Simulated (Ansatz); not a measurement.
```xyz
7

N     0.0503    0.5140   -0.7800
B    -0.2636   -0.4799    0.1639
O     0.1942   -0.5320    1.4469
F    -1.0812   -1.4704   -0.2074
H    -0.3282    0.4838   -1.7094
H     0.6509    1.2978   -0.6059
H     0.7775    0.1867    1.6918
```

Charge 0, multiplicity 1.

Q: List the r2SCAN/def2-TZVPP orbital energies in eV (Ansatz). (Estimate.)

A: The calculation gave: Occupied: -665.70, -516.00, -385.18, -181.92, -31.21, -26.94, -22.77, -14.63, -13.57, -13.00, -11.85, -10.96, -9.67, -9.14, -8.69, -6.93. Lowest empty: 0.38, 1.96, 1.98, 2.63, 3.11, 4.05, 4.33, 4.83.
